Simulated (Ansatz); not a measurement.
Start from `N[Si](O)(Cl)[SbH2]` and change one atom or group to get `N[Si](O)(F)Cl`.

Ansatz, PBE0-D4/def2-TZVP geometries, multiplicity 1. Each molecule was computed in one conformer, which needn't be the lowest.

Elements past krypton have def2 core potentials.

```json
{"property": "HOMO–LUMO gap (ωB97M-V/def2-TZVPP) / eV", "`N[Si](O)(Cl)[SbH2]`": "10.42"}
{"property": "LUMO energy (B3LYP/def2-TZVPP) / eV", "`N[Si](O)(Cl)[SbH2]`": "-0.43"}
{"property": "LUMO energy (PBE/def2-TZVPP) / eV", "`N[Si](O)(Cl)[SbH2]`": "-0.96"}
{"property": "HOMO energy (B3LYP/def2-TZVPP) / eV", "`N[Si](O)(Cl)[SbH2]`": "-6.75"}
{"property": "size of the dipole moment (PBE/def2-TZVPP) / D", "`N[Si](O)(Cl)[SbH2]`": "2.22"}
{"property": "HOMO energy (ωB97M-V/def2-TZVPP) / eV", "`N[Si](O)(Cl)[SbH2]`": "-8.95"}
```

(1) Give the same properties after the change, and the shifts. (An estimate is asked.)

## Answers

(1) Ansatz gave: 
```
                                      property  `N[Si](O)(F)Cl`  shift
       HOMO–LUMO gap (ωB97M-V/def2-TZVPP) / eV            12.66   2.24
           LUMO energy (B3LYP/def2-TZVPP) / eV             0.07   0.50
             LUMO energy (PBE/def2-TZVPP) / eV            -0.43   0.53
           HOMO energy (B3LYP/def2-TZVPP) / eV            -8.07  -1.32
size of the dipole moment (PBE/def2-TZVPP) / D             3.04   0.82
         HOMO energy (ωB97M-V/def2-TZVPP) / eV           -10.76  -1.81
```

With PBE0 the HOMO falls by 1.41 eV and the LUMO rises by 0.65 eV, so the gap widens by about 2.06 eV. PBE moves the HOMO by -0.93 eV and ωB97M-V by -1.81 eV. The zero-point energy changes by -28.6 kJ/mol with -6 modes. Dipoles are sizes alone; their direction can turn.

B3LYP here is the variant with VWN-RPA as its local correlation; programs differ in this.

Spin–orbit coupling is left out; it splits and shifts lone-pair levels of the heavy atoms by tenths of an eV.
